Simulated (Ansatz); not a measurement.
The same hydrogenolysis along the group C, Si, Ge.

Program: Ansatz. Geometries: PBE0-D4/def2-TZVP. ΔE: electronic, gas phase. CBS: MP2 limit from def2 TZ/QZ plus the TZ coupled-cluster correction, frozen cores. This one scheme is used for every species. For Ga, Ge outer-core shells are correlated without core-valence functions, which leaves a few kJ/mol of doubt a bond. Scalar relativity is left out up to krypton.

**Question.** Order these by ΔE at CCSD(T)/CBS, lowest first. (Estimate.)
A. `[Cl][GaH][GeH3]` + H₂ → `[Cl][GaH2]` + GeH₄
B. `[SiH3][GaH][Cl]` + H₂ → `[Cl][GaH2]` + SiH₄
C. `[CH3][GaH][Cl]` + H₂ → `[Cl][GaH2]` + CH₄

**Answer.** C (-23.3 kJ/mol), B (+2.9 kJ/mol), A (+23.6 kJ/mol).

Largest T1 diagnostic: 0.013, for `[SiH3][GaH][Cl]`.
